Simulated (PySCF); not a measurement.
# Computed records: CH8GeOSi, AlGeH5N, GeH8OSi2

All values are calculated (PySCF 2.14.0). Calculation on a computer-drawn molecule: the log of a Hartree-Fock and frozen-core CCSD(T) single point meant for a local Hartree-Fock minimum, with one planted fault or none, to be diagnosed. Offsets are logged minus clean, where the clean run is the same molecule without the fault. The reference is restricted for singlets and unrestricted otherwise, and also for a bond in bohr or an excited solution. Adding or removing an electron swaps singlet and doublet. The excited solution moves the top pair (singlet) or top alpha electron (doublet) to the lowest empty orbital. Highest occupied and lowest empty are orbital energies over both spins, largest force is the largest gradient component, triples share is (T) over the correlation energy, the T1 limit is 0.02 restricted and 0.045 unrestricted, electrons count all cores, a negative frequency is imaginary (commonest isotopes), and the dipole is about the centre of nuclear charge; on germanium a core potential holds 10 electrons, which the energies leave out, and 3d is frozen in MP2 and coupled-cluster steps.

Common to all runs: meant multiplicity 1; meant basis cc-pV(D+d)Z; meant basis and core potential on germanium cc-pVDZ-PP ECP10MDF; logged SCF converged yes; logged CC converged yes; logged SCF stable within its kind yes; possible faults no fault, one electron removed, one electron added, multiplicity raised by two, geometry at a saddle point, SCF held on an excited solution, minimal basis STO-3G, one bond length entered in bohr, all coordinates scaled.

(1) CH8GeOSi

Logged structure:
```xyz
12
CH8GeOSi
C     -1.3645     1.3061     0.3371
Si    -0.8844    -0.4667    -0.0034
O     -0.8940    -0.7377    -1.6192
Ge    -0.6119    -1.9752    -2.8591
H     -0.6630     1.9965    -0.1387
H     -2.3653     1.5182    -0.0484
H     -1.3632     1.5046     1.4132
H      0.4677    -0.7420     0.5466
H     -1.8349    -1.3893     0.6689
H     -1.5816    -3.1332    -2.6197
H      0.8365    -2.4530    -2.7486
H     -0.8730    -1.3017    -4.2017
```

* meant charge: 0
* logged electrons: 68
* logged basis functions: 114
* logged spin squared: 2.0121
* logged highest occupied: -3.2816 eV
* logged lowest empty: -1.0998 eV
* logged largest force: 0.11114 hartree/bohr
* logged T1 diagnostic: 0.040289
* logged D1 diagnostic: 0.26117
* logged triples share: 0.028495
* logged dipole magnitude: 4.1468 debye
* logged energy HF: -699.51636 hartree
* logged energy CCSD(T): -700.10911 hartree
* planted fault: multiplicity raised by two
* HF energy offset from clean run: 160.1 kcal/mol
* CCSD(T) energy offset from clean run: 166.7 kcal/mol

Drawn bonds:
| atom | other atom | order |
| --- | --- | --- |
| 1 | 2 | 1 |
| 2 | 3 | 1 |
| 3 | 4 | 1 |
| 1 | 5 | 1 |
| 1 | 6 | 1 |
| 1 | 7 | 1 |
| 2 | 8 | 1 |
| 2 | 9 | 1 |
| 4 | 10 | 1 |
| 4 | 11 | 1 |
| 4 | 12 | 1 |

(2) AlGeH5N

Logged structure:
```xyz
8
AlGeH5N
N     -0.0610    -1.8559    -1.8454
Ge     0.9594    -0.6733    -0.9071
Al    -0.9687     0.8405    -0.1171
H     -0.0833    -2.7961    -1.4870
H      0.1057    -1.8865    -2.8375
H      1.6010    -1.2455     0.3441
H      1.8623     0.1937    -1.7660
H     -2.2588     1.6340     0.2590
```

- meant charge: 1
- logged electrons: 56
- logged basis functions: 85
- logged spin squared: 0
- logged highest occupied: -14.527 eV
- logged lowest empty: -4.3378 eV
- logged largest force: 2.847e-05 hartree/bohr
- logged lowest frequency: 76.342 cm⁻¹
- logged T1 diagnostic: 0.014829
- logged D1 diagnostic: 0.043422
- logged triples share: 0.025307
- logged dipole magnitude: 4.0892 debye
- logged energy HF: -592.40605 hartree
- logged energy CCSD(T): -592.76875 hartree
- planted fault: no fault
- HF energy offset from clean run: 0 kcal/mol
- CCSD(T) energy offset from clean run: 0 kcal/mol

Drawn bonds:
| atom | other atom | order |
| --- | --- | --- |
| 1 | 2 | 1 |
| 2 | 3 | 1 |
| 1 | 4 | 1 |
| 1 | 5 | 1 |
| 2 | 6 | 1 |
| 2 | 7 | 1 |
| 3 | 8 | 1 |

(3) GeH8OSi2

Logged structure:
```xyz
12
GeH8OSi2
O     -0.4750     2.5263     0.4156
Si    -0.5837     1.3031    -0.6963
Si     1.5236     0.3399    -1.1846
Ge     1.3466    -1.4756    -2.7608
H     -0.1175     2.3432     1.2712
H     -1.4919     0.2308    -0.2185
H     -1.1609     1.9115    -1.9109
H      2.4423     1.3671    -1.7380
H      2.1306    -0.1854     0.0680
H      2.7292    -2.0653    -3.0619
H      0.7302    -0.9879    -4.0780
H      0.4557    -2.5910    -2.1995
```

* meant charge: 0
* logged electrons: 76
* logged basis functions: 123
* logged spin squared: 2.0219
* logged highest occupied: -4.223 eV
* logged lowest empty: -2.0935 eV
* logged largest force: 0.028015 hartree/bohr
* logged T1 diagnostic: 0.028978
* logged D1 diagnostic: 0.17063
* logged triples share: 0.028688
* logged dipole magnitude: 1.3963 debye
* logged energy HF: -950.59842 hartree
* logged energy CCSD(T): -951.17429 hartree
* planted fault: multiplicity raised by two
* HF energy offset from clean run: 130.9 kcal/mol
* CCSD(T) energy offset from clean run: 127.9 kcal/mol

Drawn bonds:
| atom | other atom | order |
| --- | --- | --- |
| 1 | 2 | 1 |
| 2 | 3 | 1 |
| 3 | 4 | 1 |
| 1 | 5 | 1 |
| 2 | 6 | 1 |
| 2 | 7 | 1 |
| 3 | 8 | 1 |
| 3 | 9 | 1 |
| 4 | 10 | 1 |
| 4 | 11 | 1 |
| 4 | 12 | 1 |
